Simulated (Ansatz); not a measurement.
This geometry of BrF3H2OZr (8 atoms, charge 0, multiplicity 1) is a first-order saddle point.

Computed with RKS PBE/def2-SVP in Ansatz 0.2.0.

```xyz
8
Properties=species:S:1:pos:R:3
Zr 0.501 -0.298 -0.053
O -0.526 -0.646 2.050
H -1.385 -0.356 2.409
F 1.409 -0.133 -1.723
F 0.353 1.548 0.428
F -1.151 -1.045 -0.667
Br 2.238 -1.747 1.174
H -0.034 -1.116 2.750
```

(1) Which two structures does it join? (They come from a converged band through this point; their orientation in space is the band's.)

(2) How far does it lie above each of them?

Answers

(1) No bond is made or broken.  The two ends are copies of one structure, up to a mirror image or an exchange of like atoms.

First end point:

```xyz
8
Properties=species:S:1:pos:R:3
Zr 0.418 -0.387 -0.069
O -0.652 -0.671 2.048
H -0.798 0.191 2.487
F 1.416 0.046 -1.637
F 0.026 1.404 0.526
F -1.056 -1.350 -0.802
Br 2.169 -1.812 1.153
H -0.116 -1.213 2.662
```

Last end point:

```xyz
8
Properties=species:S:1:pos:R:3
Zr 0.504 -0.219 -0.007
O -0.537 -0.464 2.129
H -1.400 -0.922 2.076
F 1.255 -0.279 -1.759
F 0.522 1.653 0.359
F -1.228 -0.958 -0.405
Br 2.267 -1.617 1.237
H 0.022 -0.988 2.739
```

(2) 0.8 kcal/mol above the first and 0.8 kcal/mol above the second. This is the barrier of this one path; another mechanism may lie lower.

Run time: 5.5 min on 4 threads of Arm Neoverse V1, on a shared host, peak memory 0.21 GiB.
